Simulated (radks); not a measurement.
Charge is removed step by step from the 4s level of I, starting from [Kr] 4d10 5s2 5p5. Calculated with a radial shooting solver on a logarithmic mesh with Libxc functionals: scalar-relativistic Kohn-Sham, PBE, spin-unpolarised, spherical densities, point nucleus.

removed (e)  E - E(0) (eV)  eigenvalue (eV)  E minus straight line (eV)
0                    0.000          -180.59                       0.000
0.125               22.706          -182.87                      -1.033
0.25                45.698          -185.19                      -1.778
0.375               68.982          -187.53                      -2.233
0.5                 92.561          -189.91                      -2.392
0.625               116.44          -192.32                      -2.252
0.75                140.62          -194.76                      -1.809
0.875               165.11          -197.23                      -1.060
1                   189.91          -199.72                       0.000

Removing the whole electron costs 189.91 eV by Delta-SCF, against 180.59 eV from minus the eigenvalue at the starting occupation. Slater's transition state (half an electron removed) gives 189.91 eV. Integrating minus the eigenvalue over the occupation (Janak's theorem) gives 189.99 eV. In this scalar-relativistic scheme the density is built from large components alone, so the theorem holds only approximately. The mean slope of the eigenvalue, de/dn, is 19.1 eV per electron.
